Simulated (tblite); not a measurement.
CBr₃ (SMILES Br[C](Br)Br), doublet, at a GFN2-xTB geometry; GFN1-xTB (tblite).

The tblite input:
```
$ tblite run mol.xyz --method gfn1 --charge 0 --spin 1 --guess eeq --json tblite.json --no-restart

# file mol.xyz
4

Br    -0.90210057     1.60547864     0.00874749
C     -0.00024609    -0.00644433     0.35123384
Br    -0.93921857    -1.58329200    -0.04978510
Br     1.84136133    -0.02108190    -0.01917391
```

What the program printed (banner, timings and long lists left out):

```
xTB calculator
 | screened Coulomb repulsion
 | Coulomb electrostatics
 |  * isotropic Klopman-Ohno-Mataga-Nishimoto electrostatics
 |  * onsite third-order electrostatics
 | DFT-D3(BJ) dispersion correction

halogen bonding energy    0.0000000000000E+00 Eh
repulsion energy          3.8465587960855E-02 Eh
dispersion energy        -1.9995189073673E-03 Eh
number of electrons       2.5000000000000E+01 e
integral cutoff           1.9756696134657E+01 bohr

------------------------------------------------------------
  cycle        total energy    energy error   density error
------------------------------------------------------------
      1     -13.61225165309  -1.3648718E+01   3.1574227E-01
      2     -13.63128188559  -1.9030233E-02   3.1719489E-01
      3     -13.67569675205  -4.4414866E-02   1.6020843E-01
      4     -13.67534755998   3.4919207E-04   1.6004295E-02
      5     -13.67569672255  -3.4916257E-04   5.0434800E-04
      6     -13.67569699266  -2.7011356E-07   1.5382265E-04
      7     -13.67569701607  -2.3413165E-08   1.9683355E-06
------------------------------------------------------------

electronic energy        -1.3712163085126E+01 Eh
total energy             -1.3675697016073E+01 Eh

Post processing:
 | Mayer-Wiberg bond orders

[Info] JSON dump of results written to 'tblite.json'
```
